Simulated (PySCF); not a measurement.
C2H9GaO4, singlet, GFN2-xTB optimised geometry.

```
16

Ga    -0.24     0.28     0.00
O     -1.11     1.80     0.00
H     -1.93     1.81    -0.49
O     -1.05    -1.13    -0.68
H     -0.50    -1.81    -1.04
O      1.51     0.28     0.00
H      1.93     1.13     0.08
C     -1.51     0.32     2.97
O     -0.48    -0.17     2.14
C      0.17    -1.31     2.66
H     -1.11     0.61     3.95
H     -1.92     1.20     2.47
H     -2.30    -0.43     3.10
H     -0.53    -2.14     2.78
H      0.63    -1.07     3.63
H      0.94    -1.58     1.95
```

Density from CAM-B3LYP/def2-TZVP in PySCF 2.14.0 at that geometry.

Minimum of the electron density along straight lines between bonded atoms, close to the bond critical point (lines longer than 1.1 times the sum of covalent radii, or with two minima, are not listed):

```json
[
 {"bond": "Ga1–O2", "length / Å": "1.753", "ρ at the minimum / e bohr⁻³": "0.145", "∇²ρ there / e bohr⁻⁵": "0.81", "position (fraction from the first atom)": "0.49"},
 {"bond": "O2–H3", "length / Å": "0.955", "ρ at the minimum / e bohr⁻³": "0.362", "∇²ρ there / e bohr⁻⁵": "-2.45", "position (fraction from the first atom)": "0.81"},
 {"bond": "Ga1–O4", "length / Å": "1.754", "ρ at the minimum / e bohr⁻³": "0.144", "∇²ρ there / e bohr⁻⁵": "0.81", "position (fraction from the first atom)": "0.49"},
 {"bond": "O4–H5", "length / Å": "0.954", "ρ at the minimum / e bohr⁻³": "0.363", "∇²ρ there / e bohr⁻⁵": "-2.46", "position (fraction from the first atom)": "0.81"},
 {"bond": "Ga1–O6", "length / Å": "1.754", "ρ at the minimum / e bohr⁻³": "0.144", "∇²ρ there / e bohr⁻⁵": "0.81", "position (fraction from the first atom)": "0.49"},
 {"bond": "O6–H7", "length / Å": "0.954", "ρ at the minimum / e bohr⁻³": "0.363", "∇²ρ there / e bohr⁻⁵": "-2.46", "position (fraction from the first atom)": "0.81"},
 {"bond": "C8–O9", "length / Å": "1.411", "ρ at the minimum / e bohr⁻³": "0.257", "∇²ρ there / e bohr⁻⁵": "-0.50", "position (fraction from the first atom)": "0.35"},
 {"bond": "O9–C10", "length / Å": "1.412", "ρ at the minimum / e bohr⁻³": "0.258", "∇²ρ there / e bohr⁻⁵": "-0.51", "position (fraction from the first atom)": "0.65"},
 {"bond": "C8–H11", "length / Å": "1.096", "ρ at the minimum / e bohr⁻³": "0.283", "∇²ρ there / e bohr⁻⁵": "-1.00", "position (fraction from the first atom)": "0.65"},
 {"bond": "C8–H12", "length / Å": "1.088", "ρ at the minimum / e bohr⁻³": "0.290", "∇²ρ there / e bohr⁻⁵": "-1.06", "position (fraction from the first atom)": "0.66"},
 {"bond": "C8–H13", "length / Å": "1.095", "ρ at the minimum / e bohr⁻³": "0.283", "∇²ρ there / e bohr⁻⁵": "-1.00", "position (fraction from the first atom)": "0.65"},
 {"bond": "C10–H14", "length / Å": "1.095", "ρ at the minimum / e bohr⁻³": "0.284", "∇²ρ there / e bohr⁻⁵": "-1.00", "position (fraction from the first atom)": "0.65"},
 {"bond": "C10–H15", "length / Å": "1.096", "ρ at the minimum / e bohr⁻³": "0.283", "∇²ρ there / e bohr⁻⁵": "-1.00", "position (fraction from the first atom)": "0.65"},
 {"bond": "C10–H16", "length / Å": "1.090", "ρ at the minimum / e bohr⁻³": "0.289", "∇²ρ there / e bohr⁻⁵": "-1.05", "position (fraction from the first atom)": "0.66"}
]
```
